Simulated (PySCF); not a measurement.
A structure optimised at PBE-D3(BJ)/def2-SVP, used in a PySCF frequency run:

```
P
O 1 1.4947
O 1 1.6278 2 116.73
H 3 0.9772 1 109.08 2 34.74
O 1 1.6278 2 116.73 3 -120.00
H 5 0.9772 1 109.08 2 34.74
O 1 1.6278 2 116.73 5 -120.00
H 7 0.9772 1 109.08 2 34.74
```
Charge 0, spin multiplicity 1.

Problem. Write its SMILES, formula and point group.

Solution. O=P(O)(O)O, H3O4P, C3

Problem. What are its rotational constants (standard atomic weights)?

Solution. 4.3806, 4.2881, 4.2881 GHz
